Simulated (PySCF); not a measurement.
CdI, SMILES [Cd+][I], charge +1.

Geometry optimised at B3LYP-D3(BJ)/def2-TZVP. The spin state was assumed, not searched. The def2 effective core potentials stand for the cores of Cd, I; spin–orbit coupling is left out.

Calculation: C-PCM-M06-2X/def2-TZVPD in PySCF.

The values are the electrostatic part of the solvation free energy, E(continuum) − E(gas) at the gas-phase geometry, in a cavity of scaled van der Waals radii (PySCF's table); cavitation and dispersion terms are not included. A continuum can't describe solvent molecules that bind to the metal. In vacuum the orbital gap is 4.47 eV.

| solvent | ε | ΔG(elec) (kcal/mol) | gap (eV) |
|---|---|---|---|
| water | 78.36 | -101.4 | 6.28 |
| toluene | 2.37 | -55.4 | 5.29 |
| ethylethanoate | 5.99 | -83.1 | 5.85 |
